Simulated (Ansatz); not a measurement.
Cost and result up the ladder for the cluster PbS₂ (the lowest singlet isomer of a short search) (3 atoms). The state is a singlet with charge 0. Geometry: PBE-D4/def2-TZVP.

Cartesian coordinates in Å:
```
Pb 0.741 0.787 1.055
S -1.183 0.329 -0.496
S 0.442 -1.115 -0.560
```

Ansatz on 4 threads of AMD EPYC 7R43 on a shared host. Times are rough, and most runs start from the orbitals of an earlier one. PBE0-D4/def2-TZVPD serves as the yardstick here, not as an exact answer. Differences are given only for rows in sets of like size (and for xTB, whose basis is part of the method), since another set adds its own error. Binding counts from free atoms at the same level (Pb triplet, S triplet; other spins of the atoms weren't run), without zero-point energy or a counterpoise term.

In the def2 sets Pb takes a core potential; there is no spin–orbit coupling. LC-ωPBE has ω = 0.4 bohr⁻¹. Correlated methods freeze 14 core orbitals; core or outer-core shells of Pb are correlated, in sets that lack core-valence functions. The structure comes from a short search, and lower isomers may exist.

Correlated methods converge slowly with the basis.

```csv
level,functions,wall time
PBE-D4/def2-SVP,62,0.6 s
PBE0-D4/def2-SVP,62,0.9 s
PBE-D4/def2-TZVP,124,0.95 s
HF/def2-TZVP,124,1 s
BHLYP-D4/def2-TZVP,124,1.2 s
LC-ωPBE/def2-TZVP,124,1.5 s
PBE-D4/def2-TZVPD,148,1.5 s
PBE0-D4/def2-TZVP,124,1.7 s
MP2/def2-TZVP,124,1.7 s
PBE0-D4/def2-TZVPD,148,2 s
r2SCAN-D4/def2-TZVP (with forces),124,2.4 s
r2SCAN-D4/def2-TZVPD,148,2.9 s
CCSD(T)/def2-TZVPP,134,7 s
CCSD(T)/def2-TZVPD,148,9.5 s
```

(1) Estimate what each level gives for the binding energy per atom (eV).

Results:

(1) 
| level | binding energy per atom (eV) | difference from PBE0-D4/def2-TZVPD (eV) |
| --- | --- | --- |
| PBE-D4/def2-SVP | 2.64 | – |
| PBE0-D4/def2-SVP | 2.43 | – |
| PBE-D4/def2-TZVP | 2.75 | 0.19 |
| HF/def2-TZVP | 1.13 | -1.43 |
| BHLYP-D4/def2-TZVP | 2.27 | -0.29 |
| LC-ωPBE/def2-TZVP | 2.30 | -0.26 |
| PBE-D4/def2-TZVPD | 2.75 | 0.19 |
| PBE0-D4/def2-TZVP | 2.56 | -0.01 |
| MP2/def2-TZVP | 2.50 | -0.06 |
| PBE0-D4/def2-TZVPD | 2.56 | 0.00 |
| r2SCAN-D4/def2-TZVP (with forces) | 2.57 | 0.01 |
| r2SCAN-D4/def2-TZVPD | 2.58 | 0.02 |
| CCSD(T)/def2-TZVPP | 2.36 | -0.20 |
| CCSD(T)/def2-TZVPD | 2.38 | -0.18 |
